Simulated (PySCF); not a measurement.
BiBr2, doublet, at a GFN2-xTB geometry (such geometries of metal compounds can be far from the true shape) (the spin is typed, not shown lowest) (core potentials on Bi); R2SCAN/def2-SV(P) (PySCF).

The PySCF input:
```python
from pyscf import gto, scf, dft

mol = gto.M(
    atom='''
Bi    0.687662    0.361527    0.230007
Br   -1.163655    1.022137   -1.511829
Br   -0.467088   -1.879472    0.966383
''',
    basis='def2-sv(p)',
    ecp={'Bi': 'def2-sv(p)'},
    charge=0,
    spin=1,
    verbose=4,
)

mf = dft.UKS(mol)
mf.xc = 'r2scan'
mf.diis = False
mf.damp = 0.3
mf.diis_start_cycle = 200
mf.max_cycle = 150
mf.kernel()
```

What the program printed (banner, timings and long lists left out):

```
PySCF version 2.14.0

[INPUT] verbose = 4
[INPUT] num. atoms = 3
[INPUT] num. electrons = 93
[INPUT] charge = 0
[INPUT] spin (= nelec alpha-beta = 2S) = 1
[INPUT] symmetry False subgroup None
[INPUT] Mole.unit = angstrom
[INPUT] Symbol           X                Y                Z      unit          X                Y                Z       unit  Magmom
[...]
nuclear repulsion = 491.512720331062
number of shells = 34
number of NR pGTOs = 209
number of NR cGTOs = 90
basis = def2-sv(p)
ecp = {'Bi': 'def2-sv(p)'}

******** <class 'pyscf.dft.uks.UKS'> ********
method = UKS
initial guess = minao
damping factor = 0.3
level_shift factor = 0
DIIS disabled
SCF conv_tol = 1e-09
SCF conv_tol_grad = None
SCF max_cycles = 150
direct_scf = True
direct_scf_tol = 1e-13
number electrons alpha = 47  beta = 46
XC library pyscf.dft.libxc version 7.1.2
    S. Lehtola, C. Steigemann, M. J. T. Oliveira, and M. A. L. Marques,  SoftwareX 7, 1–5 (2018)
XC functionals = r2scan
    J. W. Furness, A. D. Kaplan, J. Ning, J. P. Perdew, and J. Sun,  J. Phys. Chem. Lett. 11, 8208–8215 (2020)
    J. W. Furness, A. D. Kaplan, J. Ning, J. P. Perdew, and J. Sun,  J. Phys. Chem. Lett. 11, 9248–9248 (2020)
    J. W. Furness, A. D. Kaplan, J. Ning, J. P. Perdew, and J. Sun,  J. Phys. Chem. Lett. 11, 8208–8215 (2020)
    J. W. Furness, A. D. Kaplan, J. Ning, J. P. Perdew, and J. Sun,  J. Phys. Chem. Lett. 11, 9248–9248 (2020)
radial grids:
    Treutler-Ahlrichs [JCP 102, 346 (1995); DOI:10.1063/1.469408] (M4) radial grids

becke partition: Becke, JCP 88, 2547 (1988); DOI:10.1063/1.454033
pruning grids: <function nwchem_prune>
grids dens level: 3
symmetrized grids: False
atomic radii adjust function: <function treutler_atomic_radii_adjust>
small_rho_cutoff = 0
Set gradient conv threshold to 3.16228e-05
tot grids = 64296
init E= -5333.96901255588

cycle= 1 E= -5359.74425598594  delta_E= -25.8  |g|= 1.93  |ddm|= 9.46
cycle= 2 E= -5361.11401012206  delta_E= -1.37  |g|= 1.37  |ddm|= 5.26
cycle= 3 E= -5360.71690172348  delta_E= 0.397  |g|= 1.54  |ddm|= 3.95
cycle= 4 E= -5361.29570135116  delta_E= -0.579  |g|= 1.33  |ddm|=  3.8
cycle= 5 E= -5360.82610905956  delta_E= 0.47  |g|= 1.49  |ddm|= 3.76
cycle= 6 E= -5361.34845713884  delta_E= -0.522  |g|=  1.3  |ddm|= 3.72
cycle= 7 E= -5360.87539530804  delta_E= 0.473  |g|= 1.47  |ddm|=  3.7
cycle= 8 E= -5361.37406445007  delta_E= -0.499  |g|= 1.28  |ddm|= 3.68
cycle= 9 E= -5360.89958307676  delta_E= 0.474  |g|= 1.46  |ddm|= 3.67
cycle= 10 E= -5361.38689092836  delta_E= -0.487  |g|= 1.27  |ddm|= 3.66
cycle= 11 E= -5360.9116975279  delta_E= 0.475  |g|= 1.46  |ddm|= 3.65
cycle= 12 E= -5361.39336972111  delta_E= -0.482  |g|= 1.27  |ddm|= 3.65
cycle= 13 E= -5360.91762666473  delta_E= 0.476  |g|= 1.45  |ddm|= 3.65
cycle= 14 E= -5361.39648530363  delta_E= -0.479  |g|= 1.27  |ddm|= 3.64
cycle= 15 E= -5360.91848989401  delta_E= 0.478  |g|= 1.45  |ddm|= 3.64
cycle= 16 E= -5361.39622443892  delta_E= -0.478  |g|= 1.27  |ddm|= 3.64
cycle= 17 E= -5360.89969098442  delta_E= 0.497  |g|= 1.46  |ddm|= 3.64
cycle= 18 E= -5361.3794501687  delta_E= -0.48  |g|= 1.28  |ddm|= 3.65
cycle= 19 E= -5360.78713807294  delta_E= 0.592  |g|=  1.5  |ddm|= 3.67
cycle= 20 E= -5361.27786214806  delta_E= -0.491  |g|= 1.34  |ddm|= 3.73
cycle= 21 E= -5360.3305678234  delta_E= 0.947  |g|= 1.65  |ddm|= 3.83
cycle= 22 E= -5360.75001437001  delta_E= -0.419  |g|= 1.61  |ddm|= 4.07
cycle= 23 E= -5358.5450200611  delta_E=  2.2  |g|=  1.9  |ddm|= 4.53
cycle= 24 E= -5343.77952538246  delta_E= 14.8  |g|=  4.7  |ddm|= 9.91

cycle= 25 E= -5225.27130045659  delta_E=  119  |g|= 10.2  |ddm|= 15.5

cycle= 26 E= -5011.42132688391  delta_E=  214  |g|= 12.5  |ddm|= 26.8

cycle= 27 E= -4825.15032595791  delta_E=  186  |g|= 10.4  |ddm|= 31.3

cycle= 28 E= -4827.23445431779  delta_E= -2.08  |g|= 8.33  |ddm|= 33.9
cycle= 29 E= -4873.05234931824  delta_E= -45.8  |g|= 8.21  |ddm|=   35

cycle= 30 E= -4876.46385638357  delta_E= -3.41  |g|= 7.99  |ddm|=   31
[...]
cycle= 97 E= -4867.76898011779  delta_E= 10.7  |g|=  8.6  |ddm|= 31.6
cycle= 98 E= -4878.42485565463  delta_E= -10.7  |g|= 7.89  |ddm|= 31.6
cycle= 99 E= -4867.76898011779  delta_E= 10.7  |g|=  8.6  |ddm|= 31.6
cycle= 100 E= -4878.42485565463  delta_E= -10.7  |g|= 7.89  |ddm|= 31.6
cycle= 101 E= -4867.76898011779  delta_E= 10.7  |g|=  8.6  |ddm|= 31.6
cycle= 102 E= -4878.42485565462  delta_E= -10.7  |g|= 7.89  |ddm|= 31.6
cycle= 103 E= -4867.76898011779  delta_E= 10.7  |g|=  8.6  |ddm|= 31.6
cycle= 104 E= -4878.42485565463  delta_E= -10.7  |g|= 7.89  |ddm|= 31.6
cycle= 105 E= -4867.76898011779  delta_E= 10.7  |g|=  8.6  |ddm|= 31.6
cycle= 106 E= -4878.42485565463  delta_E= -10.7  |g|= 7.89  |ddm|= 31.6
cycle= 107 E= -4867.76898011779  delta_E= 10.7  |g|=  8.6  |ddm|= 31.6
cycle= 108 E= -4878.42485565463  delta_E= -10.7  |g|= 7.89  |ddm|= 31.6
cycle= 109 E= -4867.76898011778  delta_E= 10.7  |g|=  8.6  |ddm|= 31.6
cycle= 110 E= -4878.42485565463  delta_E= -10.7  |g|= 7.89  |ddm|= 31.6
cycle= 111 E= -4867.76898011779  delta_E= 10.7  |g|=  8.6  |ddm|= 31.6
cycle= 112 E= -4878.42485565463  delta_E= -10.7  |g|= 7.89  |ddm|= 31.6
cycle= 113 E= -4867.76898011779  delta_E= 10.7  |g|=  8.6  |ddm|= 31.6
cycle= 114 E= -4878.42485565463  delta_E= -10.7  |g|= 7.89  |ddm|= 31.6
cycle= 115 E= -4867.76898011779  delta_E= 10.7  |g|=  8.6  |ddm|= 31.6
cycle= 116 E= -4878.42485565464  delta_E= -10.7  |g|= 7.89  |ddm|= 31.6
cycle= 117 E= -4867.76898011779  delta_E= 10.7  |g|=  8.6  |ddm|= 31.6
cycle= 118 E= -4878.42485565463  delta_E= -10.7  |g|= 7.89  |ddm|= 31.6
cycle= 119 E= -4867.76898011779  delta_E= 10.7  |g|=  8.6  |ddm|= 31.6
cycle= 120 E= -4878.42485565463  delta_E= -10.7  |g|= 7.89  |ddm|= 31.6
cycle= 121 E= -4867.76898011779  delta_E= 10.7  |g|=  8.6  |ddm|= 31.6
cycle= 122 E= -4878.42485565463  delta_E= -10.7  |g|= 7.89  |ddm|= 31.6
cycle= 123 E= -4867.76898011779  delta_E= 10.7  |g|=  8.6  |ddm|= 31.6
cycle= 124 E= -4878.42485565463  delta_E= -10.7  |g|= 7.89  |ddm|= 31.6
cycle= 125 E= -4867.76898011779  delta_E= 10.7  |g|=  8.6  |ddm|= 31.6
cycle= 126 E= -4878.42485565463  delta_E= -10.7  |g|= 7.89  |ddm|= 31.6
cycle= 127 E= -4867.76898011779  delta_E= 10.7  |g|=  8.6  |ddm|= 31.6
cycle= 128 E= -4878.42485565462  delta_E= -10.7  |g|= 7.89  |ddm|= 31.6
cycle= 129 E= -4867.76898011779  delta_E= 10.7  |g|=  8.6  |ddm|= 31.6
cycle= 130 E= -4878.42485565463  delta_E= -10.7  |g|= 7.89  |ddm|= 31.6
cycle= 131 E= -4867.76898011779  delta_E= 10.7  |g|=  8.6  |ddm|= 31.6
cycle= 132 E= -4878.42485565463  delta_E= -10.7  |g|= 7.89  |ddm|= 31.6
cycle= 133 E= -4867.76898011779  delta_E= 10.7  |g|=  8.6  |ddm|= 31.6
cycle= 134 E= -4878.42485565463  delta_E= -10.7  |g|= 7.89  |ddm|= 31.6
cycle= 135 E= -4867.76898011779  delta_E= 10.7  |g|=  8.6  |ddm|= 31.6
cycle= 136 E= -4878.42485565463  delta_E= -10.7  |g|= 7.89  |ddm|= 31.6
cycle= 137 E= -4867.76898011779  delta_E= 10.7  |g|=  8.6  |ddm|= 31.6
cycle= 138 E= -4878.42485565463  delta_E= -10.7  |g|= 7.89  |ddm|= 31.6
cycle= 139 E= -4867.76898011779  delta_E= 10.7  |g|=  8.6  |ddm|= 31.6
cycle= 140 E= -4878.42485565463  delta_E= -10.7  |g|= 7.89  |ddm|= 31.6
cycle= 141 E= -4867.76898011779  delta_E= 10.7  |g|=  8.6  |ddm|= 31.6
cycle= 142 E= -4878.42485565463  delta_E= -10.7  |g|= 7.89  |ddm|= 31.6
cycle= 143 E= -4867.76898011779  delta_E= 10.7  |g|=  8.6  |ddm|= 31.6
cycle= 144 E= -4878.42485565463  delta_E= -10.7  |g|= 7.89  |ddm|= 31.6
cycle= 145 E= -4867.76898011779  delta_E= 10.7  |g|=  8.6  |ddm|= 31.6
cycle= 146 E= -4878.42485565463  delta_E= -10.7  |g|= 7.89  |ddm|= 31.6
cycle= 147 E= -4867.76898011779  delta_E= 10.7  |g|=  8.6  |ddm|= 31.6
cycle= 148 E= -4878.42485565463  delta_E= -10.7  |g|= 7.89  |ddm|= 31.6
cycle= 149 E= -4867.76898011779  delta_E= 10.7  |g|=  8.6  |ddm|= 31.6
cycle= 150 E= -4878.42485565463  delta_E= -10.7  |g|= 7.89  |ddm|= 31.6
SCF not converged.
SCF energy = -4878.42485565463 after 150 cycles  <S^2> = 0.75051958  2S+1 = 2.0005195
```

Convergence was not reached.
